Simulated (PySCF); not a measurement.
## What the settings do

Molecule: SMILES NC(=O)C(F)(F)F, C2H2F3NO; geometry GFN2-xTB.

Bonds (- single, = double, # triple, : aromatic): N1-C2 1.341 Å, C2=O3 1.199 Å, C2-C4 1.561 Å, C4-F5 1.324 Å, C4-F6 1.345 Å, C4-F7 1.347 Å. N1 carries H8, H9. H8 is cis to the C=O or C=S heteroatom; H9 is trans to the C=O or C=S heteroatom.

All runs: PySCF 2.14.0 with density-fitted response routines, non-relativistic, gas phase unless a solvent (IEF-PCM) is named; grid level 2, GIAOs and SCF threshold 1e-9 unless changed. The yardstick, PBE0/pcSseg-1, gives these isotropic shieldings σ (ppm, equivalent atoms averaged): N1 156.6, C2 27.6, C4 61.0, O3 -73.7, F5/F6/F7 261.2, H9 26.35, H8 26.93.

(1) What do these inputs give? (1) X3LYP/def2-SVPD; grid level 1; (2) TPSS/pcSseg-1; aux sto-3g; max_cycle 91; charge 2; altered: charge 2

(2) Comment on the technical settings and failures.

Results:

(1) 
| run | outcome | functions | wall time | N1 | C2 | C4 | O3 | F5/F6/F7 | H9 | H8 |
| --- | --- | --- | --- | --- | --- | --- | --- | --- | --- | --- |
| 1 | converged | 168 | 19 s | 170.5 | 38.7 | 69.5 | -37.4 | 274.5 | 26.49 | 27.02 |
| 2 | refused | – | 95 s | – | – | – | – | – | – | – |

Times are on 1 thread of an Arm Neoverse N1, shared host.

(2) 
- Run 1: The functional and orbital basis differ from the yardstick's, which in itself moves the values. Grid level 1 is coarse; it adds numerical noise and can break the equality of equivalent atoms.
- Run 2: The program stopped with: NotImplementedError: meta-GGA GIAO Charge 2 and multiplicity 1 describe another species than the intended molecule, on its geometry.

Run 2 was set up unsoundly or failed; its numbers aren't to be quoted as properties of the molecule.
